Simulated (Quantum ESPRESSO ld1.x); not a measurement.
Isoelectronic series with 12 electrons, each ion in its NIST ground configuration. Method: scalar-relativistic Kohn-Sham, LDA (Slater exchange, Perdew-Zunger correlation), spin-polarised, spherical densities, point nucleus; computed with ld1.x of Quantum ESPRESSO 7.5. Total energies (hartree) and mean radii <r> (bohr) (* marks an orbital that is empty in some or all of the ions):

ion,configuration,E (hartree),3p*,3s,2p,2s
Pd34+,[Ne] 3s2,-4098.9818,0.3185,0.3296,0.1183,0.1361
Ag35+,[Ne] 3s2,-4294.2615,0.3102,0.3210,0.1154,0.1328
Cd36+,[Ne] 3s2,-4494.4575,0.3023,0.3129,0.1126,0.1295
In37+,[Ne] 3s2,-4699.6052,0.2948,0.3051,0.1100,0.1265
Sn38+,[Ne] 3s2,-4909.7409,0.2877,0.2977,0.1074,0.1235
Sb39+,[Ne] 3s2,-5124.9024,0.2808,0.2906,0.1050,0.1207
Te40+,[Ne] 3s2,-5345.1288,0.2743,0.2838,0.1027,0.1179
I41+,[Ne] 3s2,-5570.4603,0.2681,0.2773,0.1005,0.1153
Xe42+,[Ne] 3s2,-5800.9388,0.2621,0.2711,0.09835,0.1128
Cs43+,[Ne] 3s2,-6036.607,0.2564,0.2651,0.09629,0.1104
Ba44+,[Ne] 3s2,-6277.510,0.2509,0.2593,0.09432,0.1080
La45+,[Ne] 3s2,-6523.695,0.2456,0.2538,0.09242,0.1058
Ce46+,[Ne] 3s2,-6775.207,0.2405,0.2484,0.09059,0.1036
Pr47+,[Ne] 3s2,-7032.098,0.2356,0.2433,0.08882,0.1015
Pm49+,[Ne] 3s2,-7562.220,0.2264,0.2335,0.08547,0.09745
Sm50+,[Ne] 3s2,-7835.558,0.2221,0.2289,0.08388,0.09555

Estimate the row of Nd48+ ([Ne] 3s2).

Answer. E (hartree) -7294.418; 3p* 0.2309; 3s 0.2383; 2p 0.08711; 2s 0.09943.
